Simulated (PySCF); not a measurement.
C₃H₇AlO₃Si.
SMILES with atom numbers: `[SiH3:1][O:2][C:3]1=[CH:4][O:5][AlH2-:6][O+:7]=[CH:8]1` (hydrogens: H9, H10, H11 on Si1; H12 on C4; H13, H14 on Al6; H15 on C8)

Computed, not measured: PBE0-D3(BJ)/def2-SVP geometry optimisation, gas phase (PySCF).

(1) What internal coordinates does the optimisation give?

Results:

(1) 
```json
{"bond": "Si1–O2", "length (bohr)": "3.167"}
{"bond": "O2–C3", "length (bohr)": "2.570"}
{"bond": "C3=C4, C3–C8", "length (bohr)": "2.648"}
{"bond": "C4–O5, O7=C8", "length (bohr)": "2.394"}
{"bond": "O5–Al6", "length (bohr)": "3.523"}
{"bond": "Al6–O7", "length (bohr)": "3.543"}
{"bond": "Si1–H9", "length (bohr)": "2.804"}
{"bond": "Si1–H10, Si1–H11", "length (bohr)": "2.824"}
{"bond": "C4–H12, C8–H15", "length (bohr)": "2.088"}
{"bond": "Al6–H13, Al6–H14", "length (bohr)": "3.000"}
```

Bonds in one row agree within 0.02 bohr and their mean is given. A selection of angles:
```json
{"angle": "O2–Si1–H9", "degrees": "105.3"}
{"angle": "O2–Si1–H10", "degrees": "110.2"}
{"angle": "H9–Si1–H10", "degrees": "111.2"}
{"angle": "H10–Si1–H11", "degrees": "108.8"}
{"angle": "Si1–O2–C3", "degrees": "130.0"}
{"angle": "O2–C3–C4", "degrees": "123.0"}
{"angle": "O2–C3–C8", "degrees": "116.4"}
{"angle": "C4–C3–C8", "degrees": "120.5"}
{"angle": "C3–C4–O5", "degrees": "125.6"}
{"angle": "C3–C4–H12", "degrees": "118.4"}
{"angle": "O5–C4–H12", "degrees": "116.1"}
{"angle": "C4–O5–Al6", "degrees": "128.2"}
{"angle": "O5–Al6–O7", "degrees": "92.2"}
{"angle": "O5–Al6–H13", "degrees": "109.5"}
{"angle": "H13–Al6–H14", "degrees": "123.4"}
{"angle": "O7–C8–H15", "degrees": "117.6"}
```

Dihedral angles: Si1–O2–C3–C4 1° (synperiplanar); O2–C3–C4–O5 180° (antiperiplanar); C3–C4–O5–Al6 0° (synperiplanar); C4–O5–Al6–O7 1° (synperiplanar); O5–Al6–O7–C8 -1° (synperiplanar); Al6–O7–C8–C3 0° (synperiplanar); O2–C3–C8–O7 180° (antiperiplanar).

Of the pairs four or more bonds apart, Si1···H12 is among the closest relative to their van der Waals radii: 2.80 Å, 85 % of the sum of Bondi's values. Al6 (aluminium bonded to 2 O and 2 H) has angles from 92.2° to 123.4°. The 8 heavy atoms lie in one plane (0.004 Å rms). O2 (silyl ether oxygen) is bent (angle 130.0°). O5 (oxygen bonded to Al and C) is bent (angle 128.2°). The 6-membered ring C3–C4–O5–Al6–O7–C8 has internal angles of 92.2° to 128.2°; it is planar, 0.00 Å rms from its mean plane, widest ring torsion 1°. The 3 C–O bonds span 1.264 Å (O7=C8, drawn double) to 1.360 Å (O2–C3, drawn single), a spread of 0.096 Å.

Point group: Cs (every atom within 0.08 Å of its image). PBE0-D3(BJ)/def2-SVP frequencies: not computed here. The numbers are those of one conformer.
